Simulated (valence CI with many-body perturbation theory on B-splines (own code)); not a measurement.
## Level structure of Pd VI

Calculated by configuration interaction combined with many-body perturbation theory (CI+MBPT): five valence electrons over a frozen Dirac-Fock core [Kr], radial functions for each j: 7 s, 7 p, 8 d, 6 f, 4 g, 1 h, with the one-electron correlation potential Σ1 (screened to all orders), the two-electron term Σ2, the three-electron term Σ3, Breit, model QED; selected single and double excitations, second order for the rest, scaled by the run's own slope (own B-spline code, finite nucleus).

No measured levels were compared; by estimate terms of the open shell hold to 2 to 4 % of their energy, and close levels can change places; different configurations can be misplaced against each other by 1,000 to 8,000 cm⁻¹. Among the levels kept, up to 2400 cm⁻¹ of a level comes from second order outside the variational space, and about a tenth of that is noise between levels of different J, which matters for small intervals. The list stops below the first excitations out of the core.

Levels 46 to 90 of 211, with energies above the lowest level, 4d5 6S_5/2. "Leading %" is the weight of the configuration and term that name the level; weights of strongly mixed levels are sums over their largest components and can fall short. Lifetimes count E1, E2, E3, M1 and M2 decay at the calculated energies, and are blank where another channel may lead or the interval is too uncertain; long ones can be off by a factor of two.

| No. | Configuration | Term | J | E (cm⁻¹) | Leading % | Lifetime | g |
| --- | --- | --- | --- | --- | --- | --- | --- |
| 46 | 4d4 5s | 4D | 7/2 | 200690 | 91 | 18.1 μs | 1.410 |
| 47 | 4d4 5s | 4H | 7/2 | 205040 | 82 | 40.0 μs | 0.724 |
| 48 | 4d4 5s | 4P | 1/2 | 205440 | 85 | 36.6 μs | 2.551 |
| 49 | 4d4 5s | 4H | 9/2 | 205620 | 75 | 39.3 μs | 1.020 |
| 50 | 4d4 5s | 4H | 11/2 | 206970 | 86 | 39.5 μs | 1.146 |
| 51 | 4d4 5s | 4H | 13/2 | 208220 | 94 | 38.5 μs | 1.224 |
| 52 | 4d4 5s | 4G | 5/2 | 208660 | 50 | 37.1 μs | 0.800 |
| 53 | 4d4 5s | 4P | 3/2 | 208980 | 90 | 36.1 μs | 1.700 |
| 54 | 4d4 5s | 4F | 7/2 | 209260 | 48 | 35.8 μs | 1.089 |
| 55 | 4d4 5s | 4F | 3/2 | 209560 | 93 | 35.8 μs | 0.424 |
| 56 | 4d4 5s | 4F | 9/2 | 209920 | 56 | 34.4 μs | 1.224 |
| 57 | 4d4 5s | 4F | 5/2 | 211680 | 47 | 34.3 μs | 0.828 |
| 58 | 4d4 5s | 4G | 7/2 | 213190 | 50 | 35.3 μs | 1.090 |
| 59 | 4d4 5s | 4P | 5/2 | 213240 | 82 | 35.0 μs | 1.561 |
| 60 | 4d4 5s | 4G | 9/2 | 213500 | 64 | 33.1 μs | 1.165 |
| 61 | 4d4 5s | 4G | 11/2 | 213620 | 68 | 31.3 μs | 1.213 |
| 62 | 4d4 5s | 2H | 9/2 | 214370 | 75 | 20.5 μs | 0.988 |
| 63 | 4d4 5s | 2P | 1/2 | 215120 | 72 | 20.8 μs | 0.638 |
| 64 | 4d4 5s | 2H | 11/2 | 216390 | 60 | 22.5 μs | 1.100 |
| 65 | 4d4 5s | 2F | 7/2 | 217160 | 39 | 21.1 μs | 1.100 |
| 66 | 4d4 5s | 4D | 7/2 | 218000 | 76 | 26.7 μs | 1.344 |
| 67 | 4d4 5s | 4D | 5/2 | 218130 | 39 | 25.3 μs | 1.147 |
| 68 | 4d4 5s | 4D | 3/2 | 218310 | 77 | 27.4 μs | 1.205 |
| 69 | 4d4 5s | 2F | 5/2 | 219420 | 49 | 23.5 μs | 1.105 |
| 70 | 4d4 5s | 4D | 1/2 | 220030 | 82 | 26.6 μs | 0.160 |
| 71 | 4d4 5s | 2G | 7/2 | 220050 | 79 | 22.5 μs | 0.941 |
| 72 | 4d4 5s | 2I | 13/2 | 220610 | 94 | 27.9 μs | 1.084 |
| 73 | 4d4 5s | 2I | 11/2 | 221430 | 77 | 25.8 μs | 0.960 |
| 74 | 4d4 5s | 2P | 3/2 | 221770 | 69 | 19.8 μs | 1.273 |
| 75 | 4d4 5s | 2G | 9/2 | 221810 | 91 | 18.5 μs | 1.106 |
| 76 | 4d4 5s | 2G | 9/2 | 224850 | 78 | 25.7 μs | 1.110 |
| 77 | 4d4 5s | 2D | 5/2 | 225810 | 85 | 19.2 μs | 1.173 |
| 78 | 4d4 5s | 2G | 7/2 | 225860 | 62 | 22.6 μs | 0.969 |
| 79 | 4d4 5s | 2D | 3/2 | 226630 | 90 | 22.9 μs | 0.826 |
| 80 | 4d4 5s | 2S | 1/2 | 228590 | 87 | 24.7 μs | 1.958 |
| 81 | 4d4 5s | 2D | 5/2 | 230530 | 80 | 25.8 μs | 1.218 |
| 82 | 4d4 5s | 2D | 3/2 | 231210 | 79 | 21.2 μs | 0.828 |
| 83 | 4d4 5s | 2F | 7/2 | 233660 | 82 | 23.1 μs | 1.157 |
| 84 | 4d4 5s | 2F | 5/2 | 234070 | 80 | 24.3 μs | 0.900 |
| 85 | 4d4 5s | 4P | 5/2 | 238180 | 89 | 21.6 μs | 1.563 |
| 86 | 4d4 5s | 4F | 9/2 | 239260 | 94 | 22.9 μs | 1.325 |
| 87 | 4d4 5s | 4F | 3/2 | 239770 | 87 | 22.9 μs | 0.486 |
| 88 | 4d4 5s | 4F | 5/2 | 240270 | 85 | 23.2 μs | 1.025 |
| 89 | 4d4 5s | 4F | 7/2 | 240320 | 84 | 22.8 μs | 1.223 |
| 90 | 4d4 5s | 4P | 3/2 | 240770 | 88 | 21.2 μs | 1.646 |

Names give the largest LS component (configuration and term), which can be under half, so a name can repeat, a term be missing and a line seem to break the LS rules; names also repeat where a configuration has a term twice.

Where two levels of one J and parity lie close, their mixing, g and order are uncertain.
